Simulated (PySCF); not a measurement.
## Ionisation energy of Bi³⁺ by level of theory

Bi³⁺ [Xe] 4f14 5d10 6s2 → Bi⁴⁺ [Xe] 4f14 5d10 6s1 [6s1/2^1, M_J = 1/2], as a difference of total energies. Calculation: PySCF 2.14, in x2c-QZVPPall-2c; the two-component X2C-1e Hamiltonian. Correlated levels: [Kr] 4d10 4f14 frozen; the 48 highest virtual spinors dropped. "Screened" scales the spin-orbit matrix elements by Boettger's factors to mimic the two-electron term; Breit and QED terms are absent.

```json
{"method": "GHF (spin-free)", "ionisation energy (eV)": "42.585"}
{"method": "GMP2 (spin-free)", "ionisation energy (eV)": "44.866"}
{"method": "GHF (screened spin-orbit)", "ionisation energy (eV)": "42.603"}
{"method": "GMP2 (screened spin-orbit)", "ionisation energy (eV)": "44.898"}
```

How much does correlation contribute at GMP2 (screened spin-orbit)?

44.898 − (42.603) = 2.295 eV, measured against GHF (screened spin-orbit).

MP2 underrates the near-degeneracy of ns² with np² in the lower species.

For comparison: 45.37 ± 0.06 eV (measured; NIST Atomic Spectra Database, ionization energies).
